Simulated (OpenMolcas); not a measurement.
**Mo III: from CASSCF to CASPT2**

* Program: OpenMolcas
* Basis: ANO-RCC-VQZP [8s7p5d3f2g1h]
* Scalar Hamiltonian: DKH2, point nucleus
* Active space: 4 electrons in 5 orbitals (4d)
* State averaging: 2S+1 = 5 even, 5 roots; 2S+1 = 3 even, 45 roots; 2S+1 = 1 even, 50 roots
* Spin-orbit coupling: state interaction with AMFI integrals over the reference wave functions, term energies averaged over their components

Methods on the same reference wave functions:
A. CASSCF
B. SS-CASPT2, IPEA 0.25 Eh, imaginary shift 0.1 Eh (closed shells correlated: 4s 4p)
C. MS-CASPT2, IPEA 0.25 Eh, imaginary shift 0.1 Eh (closed shells correlated: 4s 4p)

Energies in cm-1 above 4d4 5D0, the measured ground level; measured values from Sugar and Musgrove, J. Phys. Chem. Ref. Data 17, 155 (1988).

```tsv
Level	A	B	C	Measured
4d4 5D0	0.0	0.0	0.0	0.0
4d4 5D1	219	241	240	242
4d4 5D2	622	665	664	668
4d4 5D3	1168	1217	1216	1224
4d4 5D4	1824	1859	1858	1872
4d4 3H4	15780	13060	13050	12680
4d4 3P0(1)	16175	11680	11680	11149
4d4 3H5	16270	13610	13610	13276
4d4 3H6	16747	14110	14110	13811
4d4 3P1(1)	17410	12920	12920	12510
4d4 3F3(1)	18278	14520	14520	13948
4d4 3F2(1)	18363	14550	14540	13929
4d4 3F4(1)	18517	14830	14820	14296
4d4 3P2(1)	19317	14790	14780	14358
4d4 3G3	20155	16430	16430	15871
4d4 3G4	20562	16840	16840	16283
4d4 3G5	20863	17220	17220	16714
4d4 1I6	24178	20320	20320	20290
4d4 3D3	25412	20200	20200	19488
4d4 3D2	25561	20310	20310	19577
4d4 3D1	25811	20620	20620	
4d4 1G4(1)	25828	21450	21450	20612
4d4 1S0(1)	29544	23700	23650	22990
4d4 1D2(1)	31196	24270	24270	22806
```

Deviations, from unrounded energies. A percentage is the sum of absolute deviations over the sum of measured energies, with the sign that they share, or ± where signs differ.

```tsv
Against measurement	Levels	A	B	C
mean absolute deviation (cm-1)	22	3900	470	460
fine structure of the ground term (%)	4	-4.3	-0.6	-0.7
other terms of the ground configuration (%)	18	+29.0	+3.5	+3.4
```

B, C lie about equally close to measurement and A furthest from it. The largest miss of C in the table is 4d4 1D2(1), by +1500 cm-1. The ranking rests on the paired levels alone, and a cruder setting can come out closer through cancelling errors.

Between B and C the level of the table that moves most is 4d4 1S0(1), by 46 cm-1 (lowest in C, highest in B). Moves below CASPT2's spread within the term are not significant.

The two smallest mean deviations differ by little beside CASPT2's spread within terms, so their order carries little weight.

From A to B the spin-free energies of the other terms of 4d4 shown, above 5D, scale by factors of 0.73 to 0.83, as is usual when dynamic correlation screens the repulsion within a d or f shell.

The lowest spin-free term lies below A's lowest term by 0.366 hartree in B, 0.366 hartree in C.

CASPT2 does not keep the components of a term degenerate, so their means are used; among the terms shown or strongly mixed into the levels shown the widest spread is 1300 cm-1 (4d4 1I, C). Levels of configurations with an s electron are missing; early in the row they begin among the upper levels of the d shell and mix with terms of their name. Without dynamic correlation excited terms often stand tens of per cent too high (terms of higher spin than the ground term too low), and those without a measured partner can miss by more than the paired ones (holds for A). Some levels mix across a computed gap that differs much from the measured one, so their mixing is not that of the real levels (holds for A). The CASPT2 spread within a term exceeds the gap to the next term for 4d4 3P(1) and 4d4 3H, 4d4 1I and 4d4 3D, so the order of their levels is uncertain (holds for C). Measured partners are found by configuration, term and J. A level has none where our copy of the source lacks it or the pairing is in doubt (some pairs that miss far off the trend of their configuration count as doubtful), and it then counts in no deviation. Levels of configurations outside the active space are missing. The table leaves out levels that lie high or whose names do not pair safely across all columns.

A number in round brackets counts repeated terms of one configuration in the order of the reference energies.
